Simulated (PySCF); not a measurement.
# Two-dimensional NMR puzzle

Compound of formula C6H5BO2. Correlations simulated from computed shifts and couplings:

HSQC (one-bond C–H):
| δH | δC | ¹J(C,H) (Hz) |
| --- | --- | --- |
| 7.32 | 114.9 | 172 |
| 7.22 | 125.8 | 169 |

COSY cross peaks (|J| ≥ 2 Hz):
| δH | δH | abs. J (Hz) | bonds |
| --- | --- | --- | --- |
| 7.32 | 7.22 | 8.9 | 3 |

HMBC (two and three bonds, |J| ≥ 2.5 Hz):
| δH | δC [abs. J in Hz] |
| --- | --- |
| 7.32 | 151.5 [7.0], 125.8 [8.4] |
| 7.22 | 151.5 [11.8], 114.9 [9.5] |
| 4.96 | 151.5 [4.9] |

Carbons without hydrogens: δ 151.5.

Theoretical values (PySCF 2.14): couplings computed with B3LYP/pcJ-1 (spin–dipole term only in couplings to heteroatoms), shieldings: GIAO PBE/pcSseg-1, structure optimised with PBE0-D3(BJ)/def2-SVP. Equivalent nuclei averaged, isolated molecule, a single conformation, no relativistic terms.

References, each an isolated molecule treated in the same way: TMS for ¹H, ¹³C.

Exchangeable hydrogens are left out of these lists, and C,H couplings along chains are those of one rotamer, so weak HMBC peaks may be missing or extra.

Q: Assemble the structure.

A: SMILES B1Oc2ccccc2O1.

Numbering as in the mapped SMILES `[BH:1]1[O:2][c:3]2[cH:4][cH:5][cH:6][cH:7][c:8]2[O:9]1`. Each H is labelled by its parent atom.

- δC 151.5 is C3/C8, an aromatic carbon bearing oxygen.
- δC 125.8 is C5/C6, an aromatic CH (δH 7.22).
- δC 114.9 is C4/C7, an aromatic CH (δH 7.32).
- HMBC from δH 7.32 reaches the proton-free carbon C3/C8.
- HMBC from δH 7.22 reaches the proton-free carbon C3/C8.
- HMBC from δH 4.96 reaches the proton-free carbon C3/C8.
- COSY links 7.32–7.22.

This is the structure that produced the data.

Hydrogens on boron are broadened and split by ¹¹B (spin 3/2, 80 %) and 10B (spin 3). Unscaled 3J(H,H) at this level run about 10 % above measured values. Shifts are as computed. Against solution values, carbons near 30 ppm lie about +2 ppm off and those near 130 ppm about +2 ppm. Of 1211 compounds with measured shifts, 218 miss one by over three times the rms of a fit or turn the order of signals round; such compounds aren't used in these exercises.
